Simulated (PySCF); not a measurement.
SMILES C=[CH][In]([Br])[CH2]C, CAM-B3LYP/def2-SVP optimised geometry.

```
14

In    -0.15     0.07     0.00
Br    -1.10    -2.26     0.00
C     -1.66     1.62     0.00
C     -3.10     1.11     0.03
H     -1.47     2.24    -0.89
H     -1.45     2.26     0.87
H     -3.30     0.50     0.92
H     -3.33     0.47    -0.84
H     -3.82     1.94     0.02
C      1.99     0.07     0.00
C      2.72     1.19     0.00
H      2.51    -0.89     0.00
H      3.82     1.16     0.00
H      2.28     2.19     0.00
```

Density from PySCF with CAM-B3LYP/def2-TZVP, def2 effective core potentials past Kr at that geometry. The core electrons that the potentials of In replace are not part of the density.

Minimum of the electron density along straight lines between bonded atoms, close to the bond critical point (lines longer than 1.1 times the sum of covalent radii, or with two minima, are not listed):

| bond | length / Å | ρ at the minimum / e bohr⁻³ | ∇²ρ there / e bohr⁻⁵ | position (fraction from the first atom) |
|---|---|---|---|---|
| In1–Br2 | 2.520 | 0.068 | 0.14 | 0.47 |
| In1–C3 | 2.162 | 0.100 | 0.13 | 0.52 |
| C3–C4 | 1.525 | 0.244 | -0.60 | 0.51 |
| C3–H5 | 1.102 | 0.270 | -0.89 | 0.64 |
| C3–H6 | 1.102 | 0.270 | -0.90 | 0.64 |
| C4–H7 | 1.100 | 0.274 | -0.93 | 0.64 |
| C4–H8 | 1.100 | 0.274 | -0.93 | 0.64 |
| C4–H9 | 1.102 | 0.272 | -0.92 | 0.64 |
| In1–C10 | 2.134 | 0.104 | 0.17 | 0.51 |
| C10–C11 | 1.336 | 0.351 | -1.07 | 0.49 |
| C10–H12 | 1.096 | 0.277 | -0.96 | 0.65 |
| C11–H13 | 1.097 | 0.278 | -0.97 | 0.65 |
| C11–H14 | 1.096 | 0.279 | -0.98 | 0.65 |
